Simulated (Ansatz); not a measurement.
A run on F$_{2}$H$_{3}$SbSi, SMILES `[F][Sb]([F])[SiH3]` with other settings.

```yaml
crystal:
  periodic: [false, false, false]
  atoms:
    - {symbol: F, position_ang: [0.007577, -1.586280, 1.844473]}
    - {symbol: Sb, position_ang: [1.036654, -0.046009, 1.369031]}
    - {symbol: F, position_ang: [2.227666, -0.981320, 0.201046]}
    - {symbol: Si, position_ang: [-0.580538, 0.550248, -0.596592]}
    - {symbol: H, position_ang: [0.051655, 1.595668, -1.444790]}
    - {symbol: H, position_ang: [-1.851253, 1.081741, -0.035499]}
    - {symbol: H, position_ang: [-0.830562, -0.681948, -1.383468]}
basis:
  gaussian: {orbitals: x2c-TZVPPall, final_grid: {core_spheres: 5, valence_spheres: 4, degree: 11}, nuclear_model: gaussian}
hamiltonian: {xc: {name: SPW92}}
output: {forces: true}
```

```sh
$ ansatz run in.yaml --threads 4 --pin off --events-out ev --progress --plain --max-ram 10444MiB
```

It prints (some lines left out):

```
Functional definition: SPW92
1274 factors; their error is unknown
mean field evaluation 1: about -189495.7120 eV, gradient 5.5e1 eV
mean field evaluation 2: about -189457.6238 eV, gradient 1.6e2 eV
mean field evaluation 4: about -189500.7126 eV, gradient 1.0e1 eV
mean field evaluation 8: about -189500.9253 eV, gradient 2.8e0 eV
mean field -189500.91269788 eV, -6964.0300933151 hartree, gradient 8.5e-6 eV, S^2 0.000000; 0 other end points of the search recorded, 0 dependent functions left out
reference -189500.91273141 eV, -6964.0300945472 hartree; 43, 43 occupied and 163, 163 virtual orbitals, 1274 factors
Total energy: -189500.91273141 eV, -6964.0300945472 hartree
Relativity: scalar
Atom 0 at     0.007577    -1.586280     1.844473 Å, force    -0.247234     0.236296    -0.051407 eV/Å
Atom 1 at     1.036654    -0.046009     1.369031 Å, force     0.234324    -0.317739     0.199483 eV/Å
Atom 2 at     2.227666    -0.981320     0.201046 Å, force    -0.069021     0.284593    -0.183751 eV/Å
Atom 3 at    -0.580538     0.550248    -0.596592 Å, force     0.143719    -0.162662     0.134107 eV/Å
Atom 4 at     0.051655     1.595668    -1.444790 Å, force     0.065275     0.077846    -0.103489 eV/Å
Atom 5 at    -1.851253     1.081741    -0.035499 Å, force    -0.135966     0.023414     0.045366 eV/Å
Atom 6 at    -0.830562    -0.681948    -1.383468 Å, force     0.008903    -0.141748    -0.040308 eV/Å
Dipole moment:    -0.108820     0.610947     0.077920 e Å
```

Run time 1.4 s (4 threads of an Arm Neoverse V2 on a shared host); peak host memory 0.45 GiB.
